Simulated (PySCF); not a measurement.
Shapes and spin states of PtSI2

Method: PBE0/[Pt def2-SVP with ECP60, S def2-SVP, I def2-SVP with ECP28], scalar-relativistic core potentials, density fitting, no spin–orbit coupling, PySCF.

Relaxations began from a few typed shapes and spin states; open shells are unrestricted. The search is not exhaustive: other isomers or separated fragments can lie lower, and high-lying points may rest on an excited occupation.

**Question.** Which is the lowest minimum found?
A. singlet Cs: Pt–I 2.518 Å, Pt–I 2.802 Å, Pt–S 2.201 Å, S–I 2.434 Å; I–Pt–I 173.2°, I–Pt–S 56.7°, I–Pt–S 116.5°, I–S–Pt 74.2°, Pt–I–S 49.1°
B. singlet C2v: Pt–I 2.604 Å (×2), Pt–S 2.224 Å, S–I 2.717 Å (×2); I–Pt–I 136.0°, I–Pt–S 68.0° (×2), I–S–I 125.3°, I–S–Pt 62.7° (×2), Pt–I–S 49.4° (×2)
C. triplet C2v: Pt–I 2.565 Å (×2), Pt–S 2.095 Å; I–Pt–I 148.4°, I–Pt–S 105.8° (×2)
D. singlet Cs: Pt–I 2.558 Å, Pt–I 2.576 Å, Pt–S 2.112 Å; I–Pt–I 99.0°, I–Pt–S 93.9°, I–Pt–S 167.1°
E. quintet C2v: Pt–I 2.578 Å (×2), Pt–S 2.179 Å; I–Pt–I 131.2°, I–Pt–S 114.4° (×2)
F. quintet C2v: Pt–I 2.578 Å (×2), Pt–S 2.180 Å; I–Pt–I 131.7°, I–Pt–S 114.1° (×2)

**Answer.** C. The others lie at 14.0 (singlet Cs), 37.7 (singlet C2v, a saddle point), 73.3 (quintet C2v), 73.5 (quintet C2v), 75.5 (singlet Cs, a saddle point) kJ/mol above it.

Formally Pt is in oxidation state +4, d6, with 2 unpaired electrons (the high-spin count would be 4). The Mulliken spin on Pt is 0.45, so most of the spin sits on the ligands and the formal count fails. The polar-tensor charge on Pt, 0.55, is far below the formal one.

For the lowest minimum: open d and f shells are described by one determinant, and the ground state may have another occupation or spin. Spin–orbit coupling, left out here, can matter for elements this heavy.
